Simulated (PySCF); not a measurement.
A structure optimised at PBE-D3(BJ)/def2-SVP, used in a PySCF frequency run:

```xyz
7

In    -0.0236     0.1744     0.6411
C      0.0425    -0.4122    -1.5107
F     -0.9029     0.2315    -2.2183
F     -0.1526    -1.7375    -1.6465
F      1.2468    -0.1056    -2.0337
F     -1.0060     1.7335     1.3392
F      0.9149    -0.7965     2.0761
```

Task: Write its SMILES and formula.

Result: [F][In]([F])[C](F)(F)F, CF5In

Task: What are its rotational constants (standard atomic weights)?

Result: 2.6375, 1.0497, 0.86773 GHz
